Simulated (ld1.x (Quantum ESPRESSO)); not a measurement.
iridium (Ir): excitation energies, all-electron against PAW

- Element: Ir
- Generator: ld1.x (Quantum ESPRESSO) 7.5
- Type: PAW
- Functional: PBE
- Relativity: scalar-relativistic
- Frozen core: [Kr] 4d10 4f14 5s2
- Valence charge: 15
- Reference configuration: 5p6 5d7 6s2 6p0
- Partial waves: 6s (bound): rcut 2.55, rcutus 2.75 bohr; 6s channel at 1.8 Ry: rcut 2.55, rcutus 2.75 bohr; 5p (bound): rcut 1.50, rcutus 1.80 bohr; 6p (bound, empty): rcut 1.50, rcutus 1.80 bohr; 5d (bound): rcut 1.55, rcutus 2.15 bohr; 5d channel at 2.45 Ry: rcut 1.55, rcutus 2.15 bohr
- Local potential: all-electron potential smoothed inside 2.70 bohr (lloc = -1)
- Core correction: Bessel-smoothed model core, default radius (core density twice the valence density)
- Augmentation charge: BESSEL, radius 1.60 bohr

Energies are relative to the spin-unpolarised reference configuration 5p6 5d7 6s2 6p0; without spin polarisation the order of configurations can differ from experiment. Not all tests gave a result: test run stopped at test 6 of 7 (negative rho), 1 before it not solved. Left out of the table: 5p6 5d6 6s0 6p0 (solver errors, printed error -1289 eV).

```
valence configuration  charge  ΔE all-electron (eV)  error AE − PS (meV)
      5p6 5d7 6s0 6p0      +2                27.348                 -3.0
      5p6 5d7 6s0 6p2       0                11.007                 +4.0
      5p6 5d7 6s0 6p1      +1                16.350                 +1.5
```

(1) What are ΔE and the potential's error for 5p6 5d7 6s1 6p0?

Answers

(1) ΔE = 9.879 eV all-electron; the error (AE − PS) is -1.2 meV.
